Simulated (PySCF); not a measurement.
From computed data to an observable: chemical shift, span and skew from a shielding tensor

C₂H₆AlClS, SMILES [Al]([Cl])([S]C)[CH3]. Atoms are numbered in the order given.

```xyz
11

Al    -0.1194     0.3598     0.3445
Cl     0.8036     2.2354     0.0311
C     -1.3273     0.0635     1.8433
H     -2.3313    -0.2337     1.4960
H     -1.4348     0.9757     2.4509
H     -0.9592    -0.7416     2.5016
S      0.3962    -1.1619    -1.1254
C     -0.5762    -2.6176    -0.5366
H     -1.1481    -2.4012     0.3757
H      0.1184    -3.4440    -0.3334
H     -1.2728    -2.9200    -1.3303
```

Coordinates come from a B3LYP-D3(BJ)/def2-SVP optimisation. The structure was generated by enumeration; whether it is a known compound was not checked. Other conformers were not sampled.

GIAO shieldings from B3LYP/pcSseg-1 in PySCF, non-relativistic, no solvent. The symmetric part of the tensor of C8 has the principal values 155.1, 157.7, 184.3 ppm. The same nucleus in TMS has σ = 181.3 ppm at this level (PySCF, at its B3LYP-D3(BJ)/def2-TZVP geometry). Without spin–orbit terms, shifts of atoms bonded to Cl or Br come out too high.

Q: Work out the isotropic shielding, the ¹³C shift against TMS, the span and the skew.

A: 
σ(iso) = (σ11 + σ22 + σ33)/3 = 165.7 ppm. δ = σ(ref) − σ(iso) = 181.3 − (165.7) = 15.6 ppm.
Span Ω = σ33 − σ11 = 29.2 ppm. Skew κ = 3(σ(iso) − σ22)/Ω = 0.82. Tumbling in solution averages the tensor to δ; in a static solid the shielding alone would spread this spin-1/2 line over Ω.
